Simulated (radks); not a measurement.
Results of a calculation; reference values are marked as such.
Species: Cs21+. Configuration: [Ar] 3d10 4s2 4p4. Level of theory: scalar-relativistic Kohn-Sham, r2SCAN, spin-polarised, spherical densities, finite nucleus; open shells are filled with parallel spins first (spin-orbit coupling, left out, can overturn this in heavy ions); meta-GGA in the generalised Kohn-Sham scheme; Fermi nuclear charge, rms radius 4.8041 fm (a radial shooting solver on a logarithmic mesh with Libxc functionals). Some entries of the table are withheld. Estimate them.

orbital,occ.,eigenvalue (hartree),r(max) (bohr)
1s up,1,-1340.082,0.01678
1s down,1,-1340.024,0.01678
2s up,1,-229.3857,0.09478
2s down,1,-229.3731,0.09479
2p up,3,-208.0034,0.07615
2p down,3,-207.9633,0.07616
3s up,1,-64.31987,0.2707
3s down,1,-64.28516,0.2708
3p up,3,(1),(2)
3p down,3,(3),(4)
3d up,5,-47.32618,0.2183
3d down,5,-47.27568,0.2184
4s up,1,-26.74697,0.6106
4s down,1,-26.47281,0.6104
4p up,3,-24.25345,0.6284
4p down,1,-23.98577,0.6280

Answer. 
(1) 3p up eigenvalue (hartree): -57.37950
(2) 3p up r(max) (bohr): 0.2645
(3) 3p down eigenvalue (hartree): -57.33261
(4) 3p down r(max) (bohr): 0.2647
